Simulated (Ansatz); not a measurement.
```xyz
2

B     0.0000    0.0000   -0.8768
F     0.0000    0.0000    0.4871
```

Basis set: cc-pVDZ (spherical functions). Frozen core: 2 orbitals. Charge 0, multiplicity 1.

Computed with Ansatz (development build ahead of 0.2.0); each method stands on the lowest determinant of its kind that the runs found. Restricted open shells among the atoms or ions are ROHF, correlated in semicanonical orbitals with singles.

The atomization energy at this shape (free ground-state atoms in the same class of orbitals less the molecule, no zero-point energy) of singlet BF:

| method | atomization energy |
| --- | --- |
| RHF-MP2 | 170.46 kcal/mol |

Problem. What does RHF give?

Solution. 127.19 kcal/mol.
